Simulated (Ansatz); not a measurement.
```yaml
crystal:
  periodic: [false, false, false]
  atoms:
    - {symbol: N, position_ang: [-0.654113, 1.397129, -0.272688]}
    - {symbol: Al, position_ang: [-0.190843, -0.292047, -0.425976]}
    - {symbol: N, position_ang: [0.886554, -1.116582, 0.692410]}
    - {symbol: F, position_ang: [-0.803342, -1.154408, -1.694316]}
    - {symbol: H, position_ang: [-1.270390, 1.870085, -0.912042]}
    - {symbol: H, position_ang: [-0.350080, 2.024759, 0.451867]}
    - {symbol: H, position_ang: [1.322014, -0.703079, 1.499086]}
    - {symbol: H, position_ang: [1.152400, -2.083058, 0.605760]}
basis:
  gaussian: {orbitals: pcseg-2}
magnetization: {spin_polarized: false, initial_magnetization: 2}
hamiltonian: {xc: {name: HF}}
correlation: {method: mp2}
output: {forces: true}
```

```sh
$ ansatz run in.yaml --threads 2 --pin off --events-out ev --progress --plain --max-ram 32768MiB --backend cpu
```

Shortened log:

```
Functional definition: HF
1083 factors; integrals over basis functions are off by at most 9.9e-4 eV
mean field evaluation 1: about -12311.7790 eV, gradient 4.5e1 eV
mean field evaluation 2: about -12311.7901 eV, gradient 4.5e1 eV
mean field evaluation 4: about -12316.0046 eV, gradient 3.0e0 eV
mean field evaluation 8: about -12316.0607 eV, gradient 2.2e-1 eV
mean field evaluation 16: about -12317.3988 eV, gradient 6.0e-1 eV
mean field evaluation 32: about -12315.4239 eV, gradient 5.1e0 eV
mean field evaluation 64: about -12317.2965 eV, gradient 2.7e0 eV
mean field evaluation 96: about -12310.4757 eV, gradient 5.6e0 eV
mean field evaluation 128: about -12316.0599 eV, gradient 3.2e-2 eV
mean field -12317.40398213 eV, -452.6562473069 hartree, gradient 1.9e-6 eV, S^2 2.000000; 16 other end points of the search recorded, 0 dependent functions left out
mean field evaluation 160: about -12316.5531 eV, gradient 9.3e-2 eV
mean field evaluation 192: about -12317.5536 eV, gradient 3.9e-1 eV
8 core orbitals not correlated: weight in the atoms' cores, before any rotation towards them, 1.000 or more for the frozen orbitals, at most 0.000 for the correlated occupied ones
reference -12317.40398213 eV, -452.6562473069 hartree; 13, 11 occupied and 159, 161 virtual orbitals, 1083 factors
second order -19.38519191 eV of doubles, -0.09263682 eV of singles
mean field evaluation 224: about -12317.3910 eV, gradient 1.2e-1 eV
Total energy: -12336.88181086 eV, -453.3720443101 hartree
Atom 0 at    -0.654113     1.397129    -0.272688 Å, force    -0.647257     2.144011     0.111458 eV/Å
Atom 1 at    -0.190843    -0.292047    -0.425976 Å, force     1.094338    -3.979957    -0.357199 eV/Å
Atom 2 at     0.886554    -1.116582     0.692410 Å, force     0.038829     0.108237     0.105771 eV/Å
Atom 3 at    -0.803342    -1.154408    -1.694316 Å, force    -0.094656     0.039991    -0.113626 eV/Å
Atom 4 at    -1.270390     1.870085    -0.912042 Å, force    -0.986589     0.762746    -1.020828 eV/Å
Atom 5 at    -0.350080     2.024759     0.451867 Å, force     0.541630     1.011599     1.240247 eV/Å
Atom 6 at     1.322014    -0.703079     1.499086 Å, force     0.016135     0.035864     0.039736 eV/Å
Atom 7 at     1.152400    -2.083058     0.605760 Å, force     0.037570    -0.122491    -0.005559 eV/Å
Dipole moment:     0.115012     0.321760     0.314048 e Å
```

Run time 85 s (2 threads of a server CPU on a shared host); peak host memory 0.84 GiB.
